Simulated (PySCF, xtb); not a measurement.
Mo(NH)(S)(Me)(SH) (CH₅MoNS₂), SMILES [CH3][Mo](=[NH])(=[S])[SH], multiplicity 1. Other conformers were not sampled.

Harmonic wavenumbers (cm⁻¹) from GFN2-xTB run with xtb at its own minimum, in rising order: 99, 113, 121, 153, 166, 174, 279, 317, 466, 476, 526, 573, 598, 609, 658, 992, 1273, 1440, 1462, 2349, 2841, 2894, 2935, 3387.

Problem. What does PBE-D3(BJ)/def2-SVP in PySCF give at its own minimum? (The exact figures need the calculation; the answer reports its results.)

Solution. 114, 140, 164, 179, 208, 227, 300, 383, 523, 532, 544, 574, 581, 622, 680, 969, 1127, 1338, 1348, 2608, 2958, 3068, 3080, 3473. Paired by order, the mean absolute difference is 68 cm⁻¹ and the zero-point energies are 35.6 and 36.8 kcal/mol.
